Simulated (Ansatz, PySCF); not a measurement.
Reaction (SMILES): [SiH2-]c1ccoc1 -> [SiH3]c1[c-]coc1
Structures are relaxed separately at B3LYP-D3(BJ)/def2-TZVP in Ansatz (a program for electronic structure), one conformer each, not searched for the lowest. Frequencies are from Ansatz or PySCF. Unstable Hartree-Fock reference: [SiH2-]c1ccoc1.

Wanted: isomerisation energy (0 K, with B3LYP-D3(BJ) harmonic zero-point energies), in eV. Cores are frozen in the correlated levels unless marked. Spin-orbit coupling is left out. Non-relativistic. Anions need diffuse functions: aug- sets have them; the other sets have none. CBS(X,Y): correlation extrapolated as X^-3; Hartree-Fock from the larger set. [CCSD(T)-MP2]/basis is that difference in the basis named.

```tsv
level	program	isomerisation energy (eV)	minus last row
PBE0-D3(BJ)/def2-TZVP	Ansatz + dftd3	0.92	0.16
PBE0/def2-QZVPP	Ansatz	0.89	0.13
SCS-MP2/aug-cc-pV(Q+d)Z	Ansatz	0.69	-0.07
CCSD/cc-pV(D+d)Z	Ansatz	0.96	0.20
RI-MP2/CBS(aug-cc-pV(T+d)Z,aug-cc-pV(Q+d)Z)+[CCSD(T)-MP2]/aug-cc-pV(D+d)Z	Ansatz	0.76	0.00
RI-MP2/CBS(aug-cc-pV(T+d)Z,aug-cc-pV(Q+d)Z)+[CCSD(T)-MP2]/aug-cc-pV(T+d)Z	Ansatz	0.77	0.01
CCSD(T)/CBS(aug-cc-pV(T+d)Z,aug-cc-pV(Q+d)Z)	Ansatz	0.76	0.00
```
